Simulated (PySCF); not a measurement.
CrF₂O₂, SMILES [O]=[Cr]([F])(=[O])[F] (connectivity only; charge and spin as stated), charge -1, multiplicity 2. Geometry optimised at B3LYP-D3(BJ)/def2-SVPD. The multiplicity is an assumed one; other spin states were not compared. The isomer is the one that the SMILES or the coordinates give; other isomers of the formula were not compared.

Level of theory: B3LYP-D3(BJ)/def2-SVPD in PySCF 2.14.0.

Harmonic wavenumbers (cm⁻¹): 204, 224, 264, 276, 362, 634, 640, 1011, 1024. Rotational constants (GHz): 3.905, 3.862, 3.546; symmetry number 2.

Task: Work out the zero-point energy and the ideal-gas rigid-rotor harmonic-oscillator thermochemistry at 298.15 K and 1 atm.

Result: ZPE = ½ Σ hcν = ½ × 4639 cm⁻¹ = 27.75 kJ/mol. H − E(el) = 44.74 kJ/mol. Entropy in J/(mol K): translation 168.66, rotation 103.86, vibration 38.87, spin 5.76, total 317.15. G − E(el) = -49.82 kJ/mol. Cp = 80.42 J/(mol K).
